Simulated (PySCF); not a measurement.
**Level of theory and adiabatic energies of losing or gaining an electron: aziridine**

Structure: `C1CN1` (C2H5N).

All levels share the PBE0-D3(BJ)/def2-SVP structures and the PBE0-D3(BJ)/def2-SVP thermal terms; only the single-point energies (PySCF) change. Values are adiabatic energies of losing or gaining an electron (0 K, eV).

```csv
level,ionisation energy to the radical cation
"BLYP-D3(BJ)/def2-SVP (grid 2, damp 0.5)",8.71
ωB97X-D3(BJ)/ma-def2-TZVP,9.22
```

The spread: 0.51 eV, from 8.71 to 9.22.

---

How the method moves the adiabatic energies of losing or gaining an electron of trifluoroacetamide

Structure: `NC(=O)C(F)(F)F` (C2H2F3NO).

All levels share the PBE0-D3(BJ)/def2-SVP structures and the PBE0-D3(BJ)/def2-SVP thermal terms; only the single-point energies (PySCF) change. Values are adiabatic energies of losing or gaining an electron (0 K, eV).

Measured (NIST Chemistry WebBook): adiabatic ionisation energy 10.80 eV.

```tsv
level	ionisation energy to the radical cation
ωB97X-D3(BJ)/ma-def2-TZVP	10.78
ωB97X-D3(BJ)/6-311++G(2d,2p)	10.82
```

The spread: 0.04 eV, from 10.78 to 10.82.

---

## Level of theory and adiabatic energies of losing or gaining an electron: 2H-azirine

Structure: `C1=NC1` (C2H3N).

All levels share the PBE0-D3(BJ)/ma-def2-SVP structures and the PBE0-D3(BJ)/ma-def2-SVP thermal terms; only the single-point energies (PySCF) change. Values are adiabatic energies of losing or gaining an electron (0 K, eV).

Measured (NIST Chemistry WebBook): adiabatic ionisation energy 10.10 eV.

```jsonl
{"level": "B97-2/ma-def2-TZVP", "ionisation energy to the radical cation": "9.89", "time": "22 s"}
{"level": "ωB97X-D3(BJ)/ma-def2-TZVP", "ionisation energy to the radical cation": "10.02", "time": "–"}
{"level": "M06/def2-SVP", "ionisation energy to the radical cation": "10.06", "time": "16 s"}
```

Times are wall times for all single points of a level on 1 thread of Arm Neoverse V1, a shared host; the dash marks the run that also made the structures.

The spread: 0.17 eV, from 9.89 to 10.06.
